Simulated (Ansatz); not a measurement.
Consider the substitution at a C–Si bond: `C#C[SiH]([SiH3])Cl` + `[NH2][SnH3]` → `C#C[NH][SnH3]` + `[SiH3][SiH2]Cl`.

Isolated molecules relaxed with PBE0-D4/def2-TZVP in Ansatz; ΔE leaves out vibrations. CCSD(T)/CBS adds triple-zeta CCSD(T) − MP2 to the extrapolated MP2 energy (def2 sets, frozen cores). DFT in def2-TZVPP. Elements past krypton have def2 core potentials. For Sn outer-core shells are correlated without core-valence functions, which leaves a few kJ/mol of doubt a bond.

```tsv
species	PBE0-D4 energy (Eh)
`C#C[SiH]([SiH3])Cl`	-1117.96296
`[NH2][SnH3]`	-272.00004
`C#C[NH][SnH3]`	-348.07190
`[SiH3][SiH2]Cl`	-1041.86635
```

Task: Work out ΔE.

Result: ΔE = (-348.07190) + (-1041.86635) − (-1117.96296) − (-272.00004) = 0.02475 Eh = +65.0 kJ/mol. CCSD(T)/CBS gives +83.2 kJ/mol.

Largest T1 diagnostic among the species: 0.014.

In def2-TZVPP, CCSD(T) changes the Hartree–Fock value by +13.0 kJ/mol (the triples alone add +2.0 kJ/mol) and MP2 by +16.4 kJ/mol.
